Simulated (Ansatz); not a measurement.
Reaction (SMILES): C[SiH](C)[SiH2]Cl + 4 [H][H] (H2) → 2 C (CH4) + Cl (HCl) + 2 [SiH4] (SiH4)
Structures are relaxed separately at B3LYP-D3(BJ)/def2-TZVP in Ansatz (a first-principles code), one conformer each, not searched for the lowest.

Quantity: energy of full hydrogenation (electronic energy difference), in kcal/mol. Valence correlation only, unless marked. No spin-orbit coupling. Non-relativistic. Basis-set limits of correlation are two-point, X^-3; Hartree-Fock from the larger set.

| level | program | energy of full hydrogenation (kcal/mol) | minus last row |
|---|---|---|---|
| HF/STO-3G | Ansatz | 5.1 | 4.4 |
| HF/6-31G* | Ansatz | -23.8 | -24.5 |
| BLYP/def2-TZVPD | Ansatz | -9.0 | -9.7 |
| revPBE-D3(BJ)/def2-TZVPD | Ansatz + dftd3 | 7.0 | 6.3 |
| r2SCAN-D4/def2-TZVPD | Ansatz + dftd4 | 3.5 | 2.8 |
| PBE0-D4/def2-TZVPD | Ansatz + dftd4 | 1.7 | 1.0 |
| BHLYP-D3(BJ)/def2-TZVPD | Ansatz + dftd3 | -4.9 | -5.6 |
| r2SCANh-D4/def2-TZVPD | Ansatz + dftd4 | 2.5 | 1.8 |
| HSE06-D4/def2-TZVPD | Ansatz + dftd4 | 1.6 | 0.9 |
| CAM-B3LYP-D4/def2-TZVPD | Ansatz + dftd4 | -5.5 | -6.2 |
| wB97X-V/def2-TZVPD | Ansatz | -1.8 | -2.5 |
| B2PLYP-D3(BJ)/def2-TZVPD | Ansatz + dftd3 | 0.1 | -0.6 |
| RI-MP2/cc-pV(T+d)Z | Ansatz | 1.8 | 1.1 |
| SCS-MP2/6-31G* | Ansatz | 1.6 | 0.9 |
| SCS-MP2/cc-pV(Q+d)Z | Ansatz | -2.3 | -3.0 |
| CCSD(T)/STO-3G | Ansatz | 15.5 | 14.8 |
| CCSD(T)/cc-pV(D+d)Z | Ansatz | -14.8 | -15.5 |
| CCSD(T)/cc-pV(T+d)Z | Ansatz | -3.3 | -4.0 |
| CCSD(T)/cc-pVTZ | Ansatz | -3.3 | -4.0 |
| CCSD(T) with core electrons (1s frozen past Ne)/cc-pwCVTZ | Ansatz | -3.1 | -3.8 |
| CCSD(T)/CBS(cc-pV(T+d)Z,cc-pV(Q+d)Z) | Ansatz | 0.7 | 0.0 |
